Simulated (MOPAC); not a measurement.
MOPAC input (AM1):

```
AM1 1SCF UHF MS=0.5 GEO-OK AUX(PRECISION=9) THREADS=1
H7N2Si2

N    -2.29183800 1   -0.48246700 1   -0.15866300 1
Si   -0.97253600 1    0.57820000 1    0.11696000 1
N     0.46672400 1   -0.32108800 1    0.46254500 1
Si    2.02120900 1   -0.24927800 1   -0.30149000 1
H    -3.21733800 1   -0.24536900 1    0.15935400 1
H    -2.31370700 1   -1.12835800 1   -0.93153900 1
H    -1.41359100 1    1.42385800 1    1.25168100 1
H    -0.58656800 1    1.44299800 1   -1.02368900 1
H     0.35363000 1   -1.06231000 1    1.14340800 1
H     2.19810600 1    1.11747500 1   -0.86191100 1
H     3.07384100 1   -0.52831600 1    0.71893800 1
```

Output:

```
 *******************************************************************************
 **                                                                           **
 **                              MOPAC v23.2.5                                **
 **                                                                           **
 *******************************************************************************
 ** MOPAC's Digital Object Identifier: https://doi.org/10.5281/zenodo.6511958 **
 **                                                                           **
 ** Please cite the open-source release paper for use of this MOPAC version:  **
 ** J. E. Moussa and J. J. P. Stewart (2026)                                  **
 ** MOPAC: An open-source semiempirical molecular orbital program             **
 ** J. Open Source Softw., 11(119), 8025, https://doi.org/10.21105/joss.08025 **
 *******************************************************************************

                              AM1 CALCULATION RESULTS

 *******************************************************************************
 *  AM1        - The AM1 Hamiltonian to be used
 *  GEO-OK     - OVERRIDE INTERATOMIC DISTANCE AND OTHER SAFETY CHECKS
 *  UHF        - UNRESTRICTED HARTREE-FOCK CALCULATION
 *  MS=        - IN MECI, MAGNETIC COMPONENT OF SPIN =  0.5
 *  1SCF       - DO 1 SCF AND THEN STOP
 *  AUX        - OUTPUT AUXILIARY INFORMATION
 *******************************************************************************
AM1 1SCF UHF MS=0.5 GEO-OK AUX(PRECISION=9) THREADS=1
 H7N2Si2

   ATOM   CHEMICAL          X               Y               Z
  NUMBER   SYMBOL      (ANGSTROMS)     (ANGSTROMS)     (ANGSTROMS)

     1       N         -2.29183800  *  -0.48246700  *  -0.15866300  *
     2      Si         -0.97253600  *   0.57820000  *   0.11696000  *
     3       N          0.46672400  *  -0.32108800  *   0.46254500  *
     4      Si          2.02120900  *  -0.24927800  *  -0.30149000  *
     5       H         -3.21733800  *  -0.24536900  *   0.15935400  *
     6       H         -2.31370700  *  -1.12835800  *  -0.93153900  *
     7       H         -1.41359100  *   1.42385800  *   1.25168100  *
     8       H         -0.58656800  *   1.44299800  *  -1.02368900  *
     9       H          0.35363000  *  -1.06231000  *   1.14340800  *
    10       H          2.19810600  *   1.11747500  *  -0.86191100  *
    11       H          3.07384100  *  -0.52831600  *   0.71893800  *

          CARTESIAN COORDINATES

    NO.       ATOM           X           Y           Z

     1         N         -2.2918     -0.4825     -0.1587
     2        Si         -0.9725      0.5782      0.1170
     3         N          0.4667     -0.3211      0.4625
     4        Si          2.0212     -0.2493     -0.3015
     5         H         -3.2173     -0.2454      0.1594
     6         H         -2.3137     -1.1284     -0.9315
     7         H         -1.4136      1.4239      1.2517
     8         H         -0.5866      1.4430     -1.0237
     9         H          0.3536     -1.0623      1.1434
    10         H          2.1981      1.1175     -0.8619
    11         H          3.0738     -0.5283      0.7189

  H: (AM1): M.J.S. DEWAR ET AL, J. AM. CHEM. SOC. 107 3902-3909 (1985)
  N: (AM1): M.J.S. DEWAR ET AL, J. AM. CHEM. SOC. 107 3902-3909 (1985)
 Si: (AM1): M.J.S.DEWAR, C. JIE, ORGANOMETALLICS, 6, 1486-1490 (1987).

           Empirical Formula: H7 N2 Si2  =    11 atoms

      MOLECULAR POINT GROUP   :   C1

          UHF CALCULATION, NO. OF ALPHA ELECTRONS =   13
                           NO. OF BETA  ELECTRONS =   12

 -------------------------------------------------------------------------------
 AM1 1SCF UHF MS=0.5 GEO-OK AUX(PRECISION=9) THREADS=1
 H7N2Si2

     1SCF WAS SPECIFIED, SO BFGS WAS NOT USED
     SCF FIELD WAS ACHIEVED

                              AM1 CALCULATION
                                                       MOPAC v23.2.5 Linux

          FINAL HEAT OF FORMATION =        -34.98087 KCAL/MOL =    -146.35995 KJ/MOL

          COSMO AREA              =        140.03 SQUARE ANGSTROMS
          COSMO VOLUME            =        134.17 CUBIC ANGSTROMS

          IONIZATION POTENTIAL    =          8.081897 EV
          ALPHA SOMO LUMO (EV)    =         -8.082  1.457
          BETA  SOMO LUMO (EV)    =         -9.828 -0.181
          NO. OF ALPHA ELECTRONS  =         13
          NO. OF BETA  ELECTRONS  =         12
          MOLECULAR WEIGHT        =         91.2397         POINT GROUP:  C1

          MOLECULAR DIMENSIONS (Angstroms)

            Atom       Atom       Distance
            H    11    H     5     6.32235
            H     6    H     7     3.33773
            H     9    H     8     3.15477

          SCF CALCULATIONS        =          1

   ATOM   CHEMICAL          X               Y               Z
  NUMBER   SYMBOL      (ANGSTROMS)     (ANGSTROMS)     (ANGSTROMS)

     1       N         -2.29183800  *  -0.48246700  *  -0.15866300  *
     2      Si         -0.97253600  *   0.57820000  *   0.11696000  *
     3       N          0.46672400  *  -0.32108800  *   0.46254500  *
     4      Si          2.02120900  *  -0.24927800  *  -0.30149000  *
     5       H         -3.21733800  *  -0.24536900  *   0.15935400  *
     6       H         -2.31370700  *  -1.12835800  *  -0.93153900  *
     7       H         -1.41359100  *   1.42385800  *   1.25168100  *
     8       H         -0.58656800  *   1.44299800  *  -1.02368900  *
     9       H          0.35363000  *  -1.06231000  *   1.14340800  *
    10       H          2.19810600  *   1.11747500  *  -0.86191100  *
    11       H          3.07384100  *  -0.52831600  *   0.71893800  *

                             CARTESIAN COORDINATES

   1    N       -2.291838000    -0.482467000    -0.158663000
   2   Si       -0.972536000     0.578200000     0.116960000
   3    N        0.466724000    -0.321088000     0.462545000
   4   Si        2.021209000    -0.249278000    -0.301490000
   5    H       -3.217338000    -0.245369000     0.159354000
   6    H       -2.313707000    -1.128358000    -0.931539000
   7    H       -1.413591000     1.423858000     1.251681000
   8    H       -0.586568000     1.442998000    -1.023689000
   9    H        0.353630000    -1.062310000     1.143408000
  10    H        2.198106000     1.117475000    -0.861911000
  11    H        3.073841000    -0.528316000     0.718938000

           Empirical Formula: H7 N2 Si2  =    11 atoms

      MOLECULAR POINT GROUP   :   C1

          ALPHA EIGENVALUES
 -32.04110 -31.64653 -17.02586 -16.73450 -16.37996 -14.71217 -13.54527 -13.05697
 -12.21421 -11.42720 -10.97870  -9.85715  -8.08190   1.45710   1.72874   1.93725
   2.05975   2.12185   2.27323   3.26757   5.35813   5.59313   6.26760

           BETA EIGENVALUES
 -32.01264 -31.44013 -16.97642 -16.69223 -16.27839 -14.49521 -13.41360 -12.98941
 -12.02316 -11.38682 -10.19559  -9.82773  -0.18140   1.78037   1.91355   2.01915
   2.15782   2.30094   2.41101   3.47709   5.36157   5.64553   6.26851

              NET ATOMIC CHARGES AND DIPOLE CONTRIBUTIONS

  ATOM NO.   TYPE          CHARGE      No. of ELECS.   s-Pop       p-Pop
    1          N          -0.727529        5.7275     1.52542     4.20211
    2         Si           1.254016        2.7460     0.78370     1.96228
    3          N          -0.824300        5.8243     1.55682     4.26748
    4         Si           0.643961        3.3560     0.95772     2.39832
    5          H           0.184677        0.8153     0.81532
    6          H           0.179242        0.8208     0.82076
    7          H          -0.255587        1.2556     1.25559
    8          H          -0.268814        1.2688     1.26881
    9          H           0.187161        0.8128     0.81284
   10          H          -0.182666        1.1827     1.18267
   11          H          -0.190160        1.1902     1.19016
 DIPOLE           X         Y         Z       TOTAL
 POINT-CHG.    -0.217    -0.584    -1.253     1.399
 HYBRID        -1.053    -0.196     0.847     1.365
 SUM           -1.270    -0.780    -0.406     1.544

          ATOMIC ORBITAL ELECTRON POPULATIONS

     Atom    s        px        py        pz
    1  N   1.52542   1.20379   1.49390   1.50442
    2 Si   0.78370   0.57330   0.65152   0.73746
    3  N   1.55682   1.32159   1.44418   1.50170
    4 Si   0.95772   0.67242   0.87245   0.85346
    5  H   0.81532
    6  H   0.82076
    7  H   1.25559
    8  H   1.26881
    9  H   0.81284
   10  H   1.18267
   11  H   1.19016

                    (SZ)    =    0.500000
                    (S**2)  =    0.758280

          ATOMIC ORBITAL SPIN POPULATIONS

    Atom   Total    s     px     py     pz
         Atomic
    1  N  0.0019  0.000  0.000  0.002  0.000
    2 Si -0.0058 -0.001 -0.000 -0.004 -0.001
    3  N  0.0980  0.002 -0.005  0.044  0.056
    4 Si  0.9846  0.254  0.035  0.327  0.369
    5  H -0.0005 -0.001
    6  H -0.0001 -0.000
    7  H  0.0051  0.005
    8  H -0.0003 -0.000
    9  H -0.0036 -0.004
   10  H -0.0427 -0.043
   11  H -0.0366 -0.037

 **********************
 *                    *
 * JOB ENDED NORMALLY *
 *                    *
 **********************

 == MOPAC DONE ==
```

The geometry given is a B3LYP-D3(BJ)/def2-TZVP minimum.
